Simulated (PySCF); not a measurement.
# Potential energy of ZnH⁺ along the bond

Set-up: PySCF, no relativity, basis sets Zn def2-TZVPPD, H def2-TZVPPD. Energies in eV from Zn⁺ + H in their ground configurations at the same level. State: ¹Σ⁺ (singlet), closed shell.

All columns are PBE0. A positive dipole points towards H; it is taken about the centre of mass and depends on that origin.

```csv
R (Å),E (eV),μ (D),Mulliken charge on Zn (basis-dependent),HOMO (eV),LUMO (eV),Mayer bond order,⟨S²⟩
1.316,-1.899,-1.76,0.88,-17.07,-10.00,1.02,0.00
1.377,-2.128,-1.70,0.85,-16.95,-10.05,1.00,0.00
1.438,-2.260,-1.63,0.82,-16.81,-10.09,0.98,0.00
1.484,-2.310,-1.57,0.81,-16.71,-10.13,0.97,0.00
1.530,-2.325,-1.51,0.81,-16.59,-10.17,0.96,0.00
1.576,-2.311,-1.44,0.80,-16.48,-10.20,0.96,0.00
1.637,-2.259,-1.34,0.81,-16.33,-10.25,0.96,0.00
1.714,-2.150,-1.20,0.82,-16.13,-10.32,0.96,0.00
1.805,-1.976,-1.03,0.83,-15.90,-10.39,0.97,0.00
1.928,-1.698,-0.77,0.85,-15.61,-10.50,0.97,0.00
```

A fit through these points gives, at Re = 1.530 Å, μ = -1.51 D and dμ/dR = 1.46 D/Å; the reduced mass is 0.9922 u.

**Question.** How strong is the fundamental in the double-harmonic approximation, I = 42.26·(dμ/dR)²/μred km/mol?

**Answer.** I = 42.26·(1.46)²/0.9922 = 90.8 km/mol at PBE0.

For an ion De counts to the pair picked by the measured ionisation energies or electron affinities, which need not be the lowest pair at this level.
